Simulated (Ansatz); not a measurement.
CH10N2Si2 (`C[SiH](N)[SiH2]N`), relaxed with RKS PBE0-D4/def2-TZVP in the Gaussian-basis code of Ansatz from a GFN2-xTB geometry. The force threshold is 0.005 eV/Å; the program also tests the step.

Total charge 0; spin multiplicity 1.

Start:

```xyz
15

C    -0.514   -2.164    0.289
Si   -0.552   -0.294    0.630
N    -1.702    0.325   -0.509
Si    1.463    0.754    0.257
N     1.154    2.099   -0.784
H     0.213   -2.656    0.928
H    -1.479   -2.627    0.478
H    -0.244   -2.378   -0.741
H    -1.007   -0.158    2.036
H    -1.828    1.323   -0.556
H    -2.597   -0.131   -0.598
H     2.513   -0.155   -0.253
H     2.057    1.394    1.438
H     0.612    1.936   -1.618
H     1.910    2.732   -0.996
```

(1) How much energy does the relaxation release, and in how many steps? (An estimate is asked.)

(2) Which bonds change most? (An estimate is asked.)

(3) Give the relaxed structure. (Estimate.)

Results:

(1) The calculation gave: 9.94 kJ/mol, in 13 steps.

(2) Computed: Si2–Si4 from 2.301 to 2.353 Å; C1–Si2 from 1.901 to 1.871 Å; Si4–H13 from 1.469 to 1.490 Å; Si4–H12 from 1.480 to 1.500 Å.

(3) Ansatz gave: 
```xyz
15

C    -0.473   -2.156    0.174
Si   -0.575   -0.356    0.673
N    -1.689    0.456   -0.377
Si    1.436    0.821    0.344
N     1.104    1.921   -0.952
H     0.232   -2.691    0.816
H    -1.447   -2.644    0.273
H    -0.142   -2.258   -0.861
H    -0.954   -0.328    2.124
H    -1.650    1.463   -0.408
H    -2.645    0.138   -0.437
H     2.565   -0.136    0.098
H     1.846    1.628    1.527
H     0.584    1.568   -1.741
H     1.809    2.574   -1.253
```
